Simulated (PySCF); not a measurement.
CH₄ClFOSi₂. Atoms are numbered in the order given.

```xyz
10

O      2.2918     0.3959     0.2534
C      1.1956    -0.0924     0.0187
Si     0.9787    -2.0362     0.0442
Si    -0.2997     1.0976    -0.2631
F     -0.8242     0.9491    -1.7931
Cl    -1.7888     0.4108     0.9916
H      2.1673    -2.6358    -0.6117
H      0.9135    -2.4495     1.4706
H     -0.2718    -2.4289    -0.6569
H      0.0049     2.5161     0.0046
```
Charge 0, spin multiplicity 1.

The structure is a stationary point at TPSSh-D3(BJ)/def2-SVP. The structure was generated by enumeration; whether it is a known compound was not checked. The values are those of a single conformer.

Method: PBE/def2-TZVP (PySCF).

Isolated molecule, no solvent.

The total energy is -1254.26125 hartree. The highest occupied level comes out as -5.67 eV. The lowest empty level comes out as -3.66 eV and the orbital gap comes out as 2.01 eV. The dipole moment is 0.141 e·Å. The quadrupole, principal values (traceless, Buckingham form, about the centre of nuclear charge) is -7.93, 0.67, 7.26 D·Å. The mean static polarisability is 81.8 bohr³ (12.12 Å³) and the polarisability, principal values is 64.4, 84.3, 96.6 bohr³.
